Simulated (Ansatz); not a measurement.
Calculated with Ansatz (gas phase, PBE0-D4/def2-TZVP geometries, no zero-point term in ΔE). CCSD(T)/CBS is the MP2 limit (def2-TZVPP, def2-QZVPP) plus CCSD(T) − MP2 in def2-TZVPP, frozen cores. This one scheme is used for every species. Functionals use def2-TZVPP. def2 core potentials past Kr. For Br, In outer-core shells are correlated without core-valence functions, which leaves a few kJ/mol of doubt a bond. Scalar relativity is left out up to krypton. Each species was taken in one conformer, which may not be the lowest.

Reaction (ligand exchange at the In–S bond): `[OH][In]([SH])[SH]` + HBr → `[OH][In]([SH])[Br]` + H₂S

`[OH][In]([SH])[SH]`:

```xyz
7

O     0.652    1.175    1.454
In    0.063    0.013   -0.033
S    -2.087   -0.935    0.240
S     1.486   -0.332   -1.901
H     1.527    1.550    1.324
H    -2.248   -0.331    1.431
H     0.606   -1.140   -2.516
```

HBr:

```xyz
2

Br   -0.319   -0.403    0.490
H     0.319    0.403   -0.490
```

`[OH][In]([SH])[Br]`:

```xyz
6

O     1.226   -0.912    0.661
In   -0.147    0.394    0.121
S    -1.554   -0.078   -1.706
Br   -0.303    2.473    1.419
H     1.737   -0.610    1.417
H    -0.960   -1.268   -1.913
```

H₂S:

```xyz
3

S     0.069   -0.286    0.545
H     0.611   -0.458   -0.670
H    -0.680    0.744    0.125
```

```tsv
species	PBE0 energy (Eh)
`[OH][In]([SH])[SH]`	-1063.34063
HBr	-2574.45886
`[OH][In]([SH])[Br]`	-3238.55428
H₂S	-399.26243
```

Problem. Work out ΔE.

Solution. ΔE = (-3238.55428) + (-399.26243) − (-1063.34063) − (-2574.45886) = -0.01722 Eh = -45.2 kJ/mol. CCSD(T)/CBS gives -46.2 kJ/mol.

Largest T1 diagnostic among the species: 0.015.

From PBE to PBE0 (25 % exact exchange), in def2-TZVPP and without D4, ΔE moves by −3.4 kJ/mol. In def2-TZVPP, CCSD(T) changes the Hartree–Fock value by +16.9 kJ/mol (the triples alone add +2.2 kJ/mol) and MP2 by +17.4 kJ/mol.
